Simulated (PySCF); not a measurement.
# Electronic absorption of C6H7ClF2

Species: C6H7ClF2.
SMILES with atom numbers: `[CH3:1]/[CH:2]=[C:3]1/[C@@H:4]([F:5])[CH2:6][C@:7]1([F:8])[Cl:9]` (hydrogens: H10, H11, H12 on C1; H13 on C2; H14 on C4; H15, H16 on C6)

Geometry (GFN2-xTB, Å), atoms numbered from 1 in this order:
```
atom  x, y, z in Å
C1     2.268   -0.803   -0.324
C2     1.263    0.236   -0.669
C3     0.046    0.306   -0.158
C4    -1.148    1.205   -0.381
F5    -1.522    1.365   -1.691
C6    -2.014    0.216    0.420
C7    -0.738   -0.546    0.802
F8    -0.760   -1.887    0.565
Cl9   -0.251   -0.330    2.511
H10    1.891   -1.485    0.432
H11    3.178   -0.328    0.041
H12    2.527   -1.371   -1.216
H13    1.560    0.976   -1.402
H14   -1.065    2.209    0.045
H15   -2.592    0.627    1.241
H16   -2.651   -0.383   -0.228
```

Computed with TDDFT PBE0/def2-SVPD, vertical, gas phase, core orbitals frozen in the response (PySCF 2.14.0, density-fitted response routines).

```json
{"state": "S1", "E (eV)": "5.93", "ν̃ (cm⁻¹)": "47860", "f": "0.100", "main configurations (H = HOMO, L = LUMO)": "H→L (48%), H-1→L (47%)"}
{"state": "S2", "E (eV)": "6.25", "ν̃ (cm⁻¹)": "50380", "f": "0.206", "main configurations (H = HOMO, L = LUMO)": "H-1→L (50%), H→L (44%)"}
{"state": "S3", "E (eV)": "6.69", "ν̃ (cm⁻¹)": "53980", "f": "0.027", "main configurations (H = HOMO, L = LUMO)": "H-2→L (84%), H-3→L (11%)"}
{"state": "S4", "E (eV)": "6.79", "ν̃ (cm⁻¹)": "54750", "f": "0.0063", "main configurations (H = HOMO, L = LUMO)": "H-3→L (78%), H-2→L (11%), H-4→L (9%)"}
{"state": "S5", "E (eV)": "7.14", "ν̃ (cm⁻¹)": "57620", "f": "0.026", "main configurations (H = HOMO, L = LUMO)": "H-4→L (86%), H-3→L (9%)"}
{"state": "S6", "E (eV)": "7.47", "ν̃ (cm⁻¹)": "60260", "f": "0.018", "main configurations (H = HOMO, L = LUMO)": "H→L+1 (78%), H-5→L (10%)"}
```

Triplets (Tamm–Dancoff): T1 3.89 eV, H→L (90%); T2 5.66 eV, H-1→L (87%).

The lowest singlet lies at 5.93 eV (209 nm, ultraviolet) and is of moderate strength; its leading configuration is HOMO→LUMO (48%). The strongest level in the table is S2 at 6.25 eV (198 nm, f = 0.206). Löwdin shares by element: HOMO carbon 67% or more, chlorine 14% (atoms not listed hold the other 19%); LUMO carbon 55% or more, chlorine 12% (atoms not listed hold the other 33%). Orbital energies (eV): HOMO-3 -9.51, HOMO-2 -9.22, HOMO-1 -8.73, HOMO -7.93, LUMO -1.25, LUMO+1 0.69, LUMO+2 0.82. The listed states span 1.54 eV, and the widest gap between neighbours is 0.45 eV (S2 to S3). The oscillator strengths of these states sum to 0.383; summed over the whole spectrum of an exact calculation they would give the number of electrons, 78 (Thomas–Reiche–Kuhn). Singlets were solved by full linear response, triplets in the Tamm–Dancoff approximation.

The run took 60 s of wall time (with the writing of density and orbital grids) on one thread of an Arm Neoverse V1, shared host with 32 logical CPUs at a one-minute load of 15, and the process peaked at 0.98 GiB of memory.

One conformer stands for the species.
